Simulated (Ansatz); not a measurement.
## A geometry optimisation of CH6Ge2Si with B3LYP/6-31G*

The starting geometry of this gas-phase singlet was optimised with GFN2-xTB.

```yaml
atoms:
  - { symbol: C, position_ang: [1.0975, -1.1714, 0.8589] }
  - { symbol: Ge, position_ang: [4.5399, 0.1630, 3.0902] }
  - { symbol: Ge, position_ang: [3.1271, 1.4681, 1.6681] }
  - { symbol: Si, position_ang: [1.6641, -0.3023, 2.4610] }
  - { symbol: H, position_ang: [1.9131, -1.7184, 0.3947] }
  - { symbol: H, position_ang: [0.7256, -0.4529, 0.1346] }
  - { symbol: H, position_ang: [0.3006, -1.8766, 1.0630] }
  - { symbol: H, position_ang: [0.4633, 0.3110, 3.0697] }
  - { symbol: H, position_ang: [3.7490, 1.4161, 3.9160] }
  - { symbol: H, position_ang: [1.9313, -1.4269, 3.3972] }
```

Question: Predict what becomes of its bonds when it is optimised with B3LYP/6-31G*.

Answer: A new bond forms, giving a structure with H9 bridging Ge2 and Ge3, given below by its coordinates. Contacts that close: Ge3–H9 (2.33 → 1.82 Å).

The energy falls by 0.29 eV over 14 steps:

```json
{"step": "1", "E − E(last) (eV)": "0.293"}
{"step": "2", "E − E(last) (eV)": "0.078"}
{"step": "4", "E − E(last) (eV)": "0.009"}
{"step": "5", "E − E(last) (eV)": "0.006"}
{"step": "7", "E − E(last) (eV)": "0.002"}
{"step": "8", "E − E(last) (eV)": "0.001"}
{"step": "10", "E − E(last) (eV)": "0.000"}
{"step": "11", "E − E(last) (eV)": "0.000"}
{"step": "13", "E − E(last) (eV)": "0.000"}
{"step": "14", "E − E(last) (eV)": "0.000"}
```

Final geometry (Å):

```yaml
atoms:
  - { symbol: C, position_ang: [1.1077, -1.1462, 0.8530] }
  - { symbol: Ge, position_ang: [4.3677, -0.0066, 3.2410] }
  - { symbol: Ge, position_ang: [3.2514, 1.4788, 1.7554] }
  - { symbol: Si, position_ang: [1.6428, -0.3734, 2.5042] }
  - { symbol: H, position_ang: [1.9487, -1.6494, 0.3636] }
  - { symbol: H, position_ang: [0.7171, -0.3899, 0.1651] }
  - { symbol: H, position_ang: [0.3236, -1.8916, 1.0266] }
  - { symbol: H, position_ang: [0.5075, 0.3023, 3.1907] }
  - { symbol: H, position_ang: [3.6240, 1.5862, 3.5305] }
  - { symbol: H, position_ang: [2.0210, -1.5006, 3.4234] }
```

Frequencies at the end are all real (lowest 60 cm⁻¹). Run with Ansatz 0.2.0, 59 s on 2 threads of Arm Neoverse V1 (shared host).
